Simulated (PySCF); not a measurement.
SCF from a fresh guess for singlet Mo₂Cl⁺, at the PBE0 minimum. PySCF input:

```python
from pyscf import gto, scf, dft
mol = gto.M(atom='''
Cl     0.000000    -0.000000    -1.708762
Mo     1.257376    -0.000000     0.304553
Mo    -1.257376     0.000000     0.304553''',
    basis={'Cl': 'def2-SVP', 'Mo': 'def2-SVP'},
    ecp={'Mo': 'def2-SVP'},
    charge=1, spin=0)
mf = dft.RKS(mol, xc='PBE0')
mf.grids.atom_grid = (50, 194)
aux = {'Cl': 'def2-universal-JKFIT', 'Mo': 'def2-universal-JKFIT'}
mf = mf.density_fit(auxbasis=aux)
mf.conv_tol = 1e-08
mf.diis_space = 10
mf.max_cycle = 60
mf.init_guess = 'minao'
mf.verbose = 4
mf.kernel()
```

Excerpt of the output (cycles and frontier levels):

```
init E= -581.122586222675
cycle= 1 E= -595.645694751234  delta_E= -14.5  |g|= 0.732  |ddm|= 4.18
  HOMO = -0.239707458768072  LUMO = -0.214001372599773  gap/eV = 0.69950
cycle= 2 E= -595.538741545338  delta_E= 0.107  |g|= 0.995  |ddm|= 2.05
  HOMO = -0.368283800044906  LUMO = -0.320267653283781  gap/eV = 1.30659
cycle= 3 E= -595.781920257508  delta_E= -0.243  |g|= 0.146  |ddm|= 1.25
  HOMO = -0.360000137584884  LUMO = -0.316474648589717  gap/eV = 1.18439
cycle= 4 E= -595.786920926408  delta_E= -0.005  |g|= 0.0856  |ddm|= 0.277
  HOMO = -0.364489250732745  LUMO = -0.319087682070628  gap/eV = 1.23544
cycle= 5 E= -595.789443157452  delta_E= -0.00252  |g|= 0.0101  |ddm|= 0.121
  HOMO = -0.365094201271925  LUMO = -0.319509442422199  gap/eV = 1.24042
cycle= 6 E= -595.789669562494  delta_E= -0.000226  |g|= 0.00731  |ddm|= 0.0553
  HOMO = -0.366686258975309  LUMO = -0.320831631815758  gap/eV = 1.24777
cycle= 7 E= -595.789894757721  delta_E= -0.000225  |g|= 0.0165  |ddm|= 0.0843
  HOMO = -0.366791189515083  LUMO = -0.320910794010711  gap/eV = 1.24847
cycle= 8 E= -595.789908394324  delta_E= -1.36e-05  |g|= 0.0179  |ddm|= 0.0194
  HOMO = -0.3683579980751  LUMO = -0.32173234005969  gap/eV = 1.26875
cycle= 9 E= -595.790222602364  delta_E= -0.000314  |g|= 0.00197  |ddm|= 0.161
  HOMO = -0.368432091419199  LUMO = -0.321830892996631  gap/eV = 1.26808
cycle= 10 E= -595.790242813786  delta_E= -2.02e-05  |g|= 0.000517  |ddm|= 0.0511
  HOMO = -0.368309053490095  LUMO = -0.321774335873592  gap/eV = 1.26627
cycle= 11 E= -595.790243242027  delta_E= -4.28e-07  |g|= 0.000261  |ddm|= 0.00362
  HOMO = -0.368236430844477  LUMO = -0.32170737813001  gap/eV = 1.26612
cycle= 12 E= -595.790243313641  delta_E= -7.16e-08  |g|= 8.1e-05  |ddm|= 0.00153
  HOMO = -0.368261485513824  LUMO = -0.321708054067766  gap/eV = 1.26678
cycle= 13 E= -595.790243320007  delta_E= -6.37e-09  |g|= 3.22e-05  |ddm|= 0.000833
  HOMO = -0.368259537488087  LUMO = -0.321706827783662  gap/eV = 1.26676
Extra cycle  E= -595.79024332056  delta_E= -5.53e-10  |g|= 5.07e-05  |ddm|= 0.000131
converged SCF energy = -595.79024332056
```

This is not the lowest solution: a stability analysis within the same restricted form found one 83.8 kJ/mol lower, at -595.82215 Eh.

At the minimum of this search the closed-shell solution is unstable towards spin polarisation, so a lower open-shell solution exists.

The search for the lowest solution, with the stability check, took 8.1 s on 2 threads of a shared Arm Neoverse N1 host, with 80 basis functions; the process peaked at 0.29 GiB. Launch command: `OMP_NUM_THREADS=2 python axn.py task.json out`.
